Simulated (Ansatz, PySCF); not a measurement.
Pair of molecules: HCl (SMILES Cl) (first 2 atoms) with HBr (SMILES Br); geometry from B3LYP-D3(BJ)/def2-TZVP, rigid monomers moved along the line of their centres of mass till Cl1···H4 is 2.28 Å.
(charge 0, multiplicity 1):
```xyz
4

Cl     0.53482    -0.46597    -0.22562
H      0.80027     0.78568    -0.12357
Br     0.20077    -0.31701     3.43672
H      0.27875    -0.59972     2.03663
```

Counterpoise-corrected where a basis set is named; no monomer relaxation. Rows marked so take none.

Rows in 6-31G*, LANL2DZ carry no dispersion term and start afresh at each structure (6-31G* with six Cartesian d functions); the Pople sets are all-electron and without relativity. LANL2DZ brings its own core potentials from Na on.

The values were computed with Ansatz (Gaussian orbitals); PySCF for 6-31G* rows, LANL2DZ rows. Each number belongs to the level named beside it.

Estimate the interaction energy that r2SCAN/def2-TZVPPD returns for this input.

-57 meV

Estimate the interaction energy that B3LYP/LANL2DZ (no counterpoise) returns for this input.

-20 meV

What interaction energy does BP86/6-31G* (no counterpoise) give?

-31 meV

Ansatz is a first-principles code.
